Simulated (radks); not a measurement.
Task: The mean radii <r> (bohr) of the occupied orbitals of an atom or ion are listed with their occupations. Calculated with a radial shooting solver on a logarithmic mesh with Libxc functionals: scalar-relativistic Kohn-Sham, PBEsol, spin-polarised, spherical densities, finite nucleus; Fermi nuclear charge, rms radius of each element as measured or else 0.836 A^(1/3) + 0.57 fm.

orbital  occ.      <r>
1s up       1  0.02191
1s down     1  0.02191
2s up       1  0.09332
2s down     1  0.09332
2p up       3  0.08239
2p down     3  0.08239
3s up       1   0.2446
3s down     1   0.2444
3p up       3   0.2432
3p down     3   0.2430
3d up       5   0.2214
3d down     5   0.2211
4s up       1   0.5508
4s down     1   0.5509
4p up       3   0.5818
4p down     3   0.5821
4d up       5   0.6279
4d down     5   0.6290
5s up       1    1.261
5s down     1    1.274
5p up       3    1.424
5p down     3    1.439
4f up       5   0.7598
6p up       2    3.270

Name the element and its charge. Open shells, if any, are filled with parallel spins first.

Result: Z = 64, gadolinium, charge +3: Gd3+ in [Xe] 4f5 6p2. The 1s radius gives Z: for a bare nucleus <r> = (2 gamma + 1)/(2Z) with gamma = sqrt(1 - (Z/c)^2), 0.02163 bohr for Z = 64, and screening makes it slightly larger (0.02191 here). The occupations add up to 61, and the charge is Z minus that.
